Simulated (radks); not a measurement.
Results of a calculation; reference values are marked as such.
Question: C4+, 2 electrons, occupied as [He]. Level of theory: non-relativistic Kohn-Sham, exchange-only LDA, spin-polarised, spherical densities, point nucleus (a radial shooting solver on a logarithmic mesh with Libxc functionals). Some entries of the table are withheld. Estimate them.

| orbital | occ. | eigenvalue (eV) | r(max) (bohr) |
|---|---|---|---|
| 1s | 2 | -352.1522 | 0.1747 |
| 2s | 0 | (1) | (2) |
| 2p | 0 | (3) | 0.8619 |

Answer: 
(1) 2s eigenvalue (eV): -67.6702
(2) 2s r(max) (bohr): 1.036
(3) 2p eigenvalue (eV): -61.2210
